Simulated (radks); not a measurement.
Task: Al VI, 8 electrons, occupied as [He] 2s2 2p4. Method: Dirac Kohn-Sham, relativistic LDA (MacDonald-Vosko exchange, VWN5 correlation), spin-unpolarised, spherical densities, finite nucleus; open shells fill j = l - 1/2 first; Fermi nuclear charge, rms radius 3.061 fm; computed with a radial shooting solver on a logarithmic mesh with Libxc functionals. Some entries of the table are withheld. Estimate them.

orbital  occ.  eigenvalue (eV)  <1/r> (bohr^-1)
1s1/2       2        -1629.971              (1)
2s1/2       2              (2)              (3)
2p1/2       2              (4)              (5)
2p3/2       2              (6)              (7)

Result: 
(1) 1s1/2 <1/r> (bohr^-1): 12.59
(2) 2s1/2 eigenvalue (eV): -211.5311
(3) 2s1/2 <1/r> (bohr^-1): 2.497
(4) 2p1/2 eigenvalue (eV): -176.4942
(5) 2p1/2 <1/r> (bohr^-1): 2.417
(6) 2p3/2 eigenvalue (eV): -175.9545
(7) 2p3/2 <1/r> (bohr^-1): 2.407
